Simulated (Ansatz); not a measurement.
Spin states of HNiO (SMILES [OH][Ni]), each relaxed at B3LYP-D3(BJ)/def2-TZVP; lowest solutions found, singlets restricted, no spin–orbit coupling, no relativity up to Kr.
Multiplicity 2 (charge 0, multiplicity 2):
```xyz
3

Ni    -0.88194    -0.63643    -0.77298
O      0.43108    -0.13732     0.29059
H      0.41779     0.82111     0.41218
```
Multiplicity 4 (charge 0, multiplicity 4):
```xyz
3

Ni    -0.910    -0.700    -0.803
O      0.390    -0.096     0.265
H      0.487     0.843     0.467
```

Codes used: Ansatz (Gaussian basis) for Hartree–Fock, density functionals and correlated methods. 

The energy of multiplicity 4 less that of multiplicity 2 (kcal/mol) and the share of exact exchange:

```tsv
functional	exact exchange (%)	value
PBE/def2-TZVPP	0	24.34
PBE0/def2-TZVPP	25	15.69
BLYP/def2-TZVPP	0	25.19
B3LYP/def2-TZVPP	20	19.29
r2SCAN/def2-TZVPP	0	13.29
r2SCANh/def2-TZVPP	10	10.50
```

Problem. Take the value as linear in the share of exact exchange along PBE and PBE0. Give the slope, say whether the sign turns, and set the other functionals against that line.

Solution. 
Slope: (15.69 − (24.34))/2.5 = -3.46 kcal/mol for each 10 %. The line crosses zero at 70 %, where the sign would turn. At 50 % it gives 7.0 kcal/mol. B3LYP, at 20 %, lies 1.9 from the PBE line. r2SCAN, with none, stands -11.0 from PBE. The r2SCAN pair gives -2.79 for 10 %.

Doubts at one or more of the structures used: a spin-contaminated determinant (r2SCAN/def2-TZVPP, r2SCANh/def2-TZVPP).

Ansatz is a first-principles code.
